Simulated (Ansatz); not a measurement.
Ideal-gas functions of `[S]=[Ta]([Cl])([Cl])[Cl]` at 800 K and 1 bar, from an Ansatz frequency run at PBE0-D4/def2-TZVP.

Molar mass 319.37 g/mol, point group C3v (symmetry number 3), electronic degeneracy 1, moments of inertia 447.664, 447.696, 493.901 u Å². Harmonic wavenumbers (cm⁻¹, unscaled): 106, 106, 124, 148, 148, 404, 416, 416, 561.

Use S(trans) = R[1.5 ln M + 2.5 ln T − 1.1517]; rotational temperatures θ = 24.2544 K / I; S(rot) = R[ln(√π/σ · √(T³/θAθBθC)) + 1.5]; for each mode x = 1.438777 ν̃/T, S = R[x/(eˣ − 1) − ln(1 − e⁻ˣ)] and H = RT x/(eˣ − 1); 1 cm⁻¹ = 0.0119627 kJ/mol; R = 8.31446 J/(mol·K).

Q: By hand: the entropy, in J/(mol·K).

A: Translation 201.3. Rotation: θ = 0.0542, 0.0542, 0.0491 K, giving 128.2. Vibration, mode by mode: 22.11, 22.11, 20.81, 19.34, 19.34, 11.15, 10.92, 10.92, 8.58, in all 145.3. Electronic 0.0. Sum 474.8 J/(mol·K).

Q: By hand: H − E and G − E in kJ/mol, counted from the electronic energy.

A: Zero-point energy ½ × 2429 × 0.0119627 = 14.5; thermal vibration 46.9; translation, rotation and pV give 4 RT = 26.6. H − E = 88.0 kJ/mol, and G − E = 88.0 − 800 × 474.8/1000 = -291.8 kJ/mol.

Vibration gives 31 % of the entropy, 103.7 J/(mol·K) of it from the modes under 150 cm⁻¹: soft modes count most, and the harmonic formula is weakest for them.
